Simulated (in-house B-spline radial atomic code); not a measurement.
Whole-atom quantities along the 29-electron series, configuration [Ar] 3d10 4s1. Breit and QED terms are first order and not part of the total energy; the density at the nucleus is averaged over the nuclear charge. Computed with an all-electron radial atomic-structure program (B-spline basis): Dirac-Hartree-Fock, average of the configuration, finite nuclei.

```tsv
ion	Z	E/Z² (Eh)	Σ<r²> (bohr²)	n(0)/Z³ (bohr⁻³)	Lamb diamagnetic shielding (ppm)	repulsion over attraction	Breit energy (eV)	self-energy (eV)	vacuum polarisation (eV)	Dirac less non-relativistic energy (Eh)
Cu	29	-1.9661	31.753	0.89573	2442.8	0.16397	18.387	13.549	-1.2114	-14.491
Zn+	30	-1.9937	22.372	0.91333	2558.12	0.16202	20.644	15.245	-1.3902	-16.759
Ga2+	31	?	?	?	?	?	?	?	?	?
Ge3+	32	-2.0464	14.669	0.94984	2787.35	0.15693	25.74	19.082	-1.808	-22.114
As4+	33	-2.0714	12.512	0.96993	2901.93	0.15414	28.595	21.238	-2.05	-25.244
Se5+	34	?	?	?	?	?	?	?	?	?
Br6+	35	-2.1189	9.5753	1.0123	3131.68	0.14843	34.959	26.063	-2.6084	-32.524
Kr7+	36	-2.1414	8.5221	1.0349	3247.01	0.14558	38.484	28.747	-2.9284	-36.722
Rb8+	37	-2.1633	7.6489	1.0586	3362.69	0.14277	42.25	31.624	-3.2781	-41.327
Sr9+	38	-2.1843	6.9133	1.0833	3478.78	0.14	46.264	34.702	-3.6594	-46.365
Zr11+	40	-2.2246	5.7442	1.1356	3712.31	0.13463	55.073	41.495	-4.5255	-57.855
Nb12+	41	-2.2438	5.273	1.1626	3829.82	0.13204	59.885	45.229	-5.0147	-64.366
Mo13+	42	-2.2624	4.8598	1.1897	3947.85	0.12951	64.981	49.2	-5.5445	-71.428
Tc14+	43	-2.2805	4.4949	1.2204	4066.43	0.12705	70.369	53.419	-6.1178	-79.076
Ru15+	44	-2.298	4.1708	1.2502	4185.6	0.12466	76.059	57.894	-6.7368	-87.342
Rh16+	45	?	?	?	?	?	?	?	?	?
Pd17+	46	-2.3318	3.6215	1.3166	4425.8	0.12007	88.38	67.659	-8.1245	-105.87
Ag18+	47	-2.3481	3.3873	1.3524	4546.88	0.11787	95.03	72.97	-8.8992	-116.21
Cd19+	48	-2.3639	3.1754	1.3877	4668.64	0.11573	102.02	78.582	-9.7317	-127.32
```

Task: Fill in the row of Ga2+.

Result: E/Z² (Eh): -2.0205; Σ<r²> (bohr²): 17.683; n(0)/Z³ (bohr⁻³): 0.9313; Lamb diamagnetic shielding (ppm): 2672.82; repulsion over attraction: 0.1596; Breit energy (eV): 23.092; self-energy (eV): 17.087; vacuum polarisation (eV): -1.5886; Dirac less non-relativistic energy (Eh): -19.293.

Task: Fill in the row of Se5+.

Result: E/Z² (Eh): -2.0955; Σ<r²> (bohr²): 10.872; n(0)/Z³ (bohr⁻³): 0.9905; Lamb diamagnetic shielding (ppm): 3016.68; repulsion over attraction: 0.15129; Breit energy (eV): 31.665; self-energy (eV): 23.562; vacuum polarisation (eV): -2.3162; Dirac less non-relativistic energy (Eh): -28.706.

Task: Fill in the row of Rh16+.

Result: E/Z² (Eh): -2.3152; Σ<r²> (bohr²): 3.8813; n(0)/Z³ (bohr⁻³): 1.2831; Lamb diamagnetic shielding (ppm): 4305.38; repulsion over attraction: 0.12233; Breit energy (eV): 82.059; self-energy (eV): 62.637; vacuum polarisation (eV): -7.4048; Dirac less non-relativistic energy (Eh): -96.262.

Task: With what power of Z does the column «Dirac less non-relativistic energy (Eh)» change over this range?

Result: A fit of the logarithm of its size against log Z from Z = 29 to 48 has slope 4.31. An unscreened hydrogenic electron would give 4 at low Z; screening makes the apparent power larger near the neutral end, and relativity raises it again at high Z.
